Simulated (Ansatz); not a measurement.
A series at Si: from trichlorosilane, ligands are replaced one by one, each step taking up H–F and setting free HCl; n counts the steps. Ansatz, PBE0-D4/def2-TZVP geometries.

| n | molecule | HOMO energy, ωB97M-V/def2-TZVPP (eV) |
| --- | --- | --- |
| 0 | `Cl[SiH](Cl)Cl` | -11.62 |
| 1 | `F[SiH](Cl)Cl` | ? |
| 2 | `F[SiH](F)Cl` | -12.29 |
| 3 | `F[SiH](F)F` | -13.56 |

Task: By hand: fit a straight line y = ȳ + b (n − n̄) to the 3 given rows and predict n = 1.

Result: n̄ = 1.667, ȳ = -12.490; Σ(n − n̄)(y − ȳ) = -2.810, Σ(n − n̄)² = 4.667, so b = -0.602 eV a step. Prediction: -12.490 + (-0.602) × (-0.667) = -12.09 eV.

Task: By hand: compare with the computed value, -11.90 eV, and give the steps along the whole series.

Result: The line misses by 0.19 eV (computed minus predicted). Steps: -0.28, -0.39, -1.27 eV.

One step carries most of the change, so a line is a poor guide. The highest orbital can change its character along such a series. The miss is 9.8 % of the series' range.
